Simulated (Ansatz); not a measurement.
**Isomers**

Structures of AlBH2ClF, singlet, relaxed at PBE0-D4/def2-TZVP (vibrations not checked; lower isomers may exist, and structures with a doubtful reference or unclear bonds are left out). Program: Ansatz 0.2.0. Basis: def2-TZVPP. Cores are frozen in the correlated methods. B3LYP uses VWN-RPA correlation.

Question: Rank them by CCSD(T) energy, lowest first, and give each one's height above the lowest. Links in brackets join atoms within 1.22 times the sum of their covalent radii (1.1 for two metals). (Judge from chemistry; the value comes from the calculation.)
A.
AlBH₂ClF ([BH2]1[F][Al][Cl]1)
```
6
angstrom
B -0.1349 0.6281 -0.0853
Al 0.1098 -2.1176 0.5010
F -0.8347 -0.4588 0.6890
Cl 1.3482 -0.4419 -0.7987
H -0.8172 0.9684 -1.0022
H 0.3203 1.4291 0.6718
```
B.
AlBH₂ClF ([F][BH][AlH][Cl])
```
6
angstrom
F 0.6969 -1.4846 -1.7621
B 0.7161 -1.1168 -0.4886
Al -0.7268 0.3069 0.2502
Cl -2.3962 -0.5090 1.2461
H 1.5713 -1.6447 0.1799
H -0.6609 1.8870 0.1748
```
C.
AlBH₂ClF ([BH2][Al]([F])[Cl])
```
6
angstrom
B -0.4100 1.0872 -0.1464
Al 0.3472 -0.8422 0.2341
F 0.8683 -1.2890 1.7309
Cl 0.4714 -2.2823 -1.2793
H -1.5741 1.3410 -0.0408
H 0.2973 1.9852 -0.4984
```

Answer: By the calculation: C (0.000 eV), A (0.439 eV), B (0.619 eV). Heights count from the lowest.

Question: Do PBE-D4, r2SCAN-D4, PBE0-D4, B3LYP-D4, wB97M-V, HF, MP2 give the same order? (A judgement: the text doesn't fix the answer.)

Answer: Computed: Lowest first: HF C < B < A. The others agree with CCSD(T).

T1 diagnostic: at most 0.013. The restricted Hartree–Fock reference is unstable towards an unrestricted one at one or more of these structures.

For scale, one of the runs: CCSD(T)/def2-TZVPP, 174 basis functions, launched by `ansatz run in.yaml --threads 2 --pin off --events-out ev --progress --plain --max-ram 4352MiB`. Hardware: 2 CPU threads of an Arm Neoverse V2, shared host. Wall time 33 s; peak host memory 1.4 GiB.
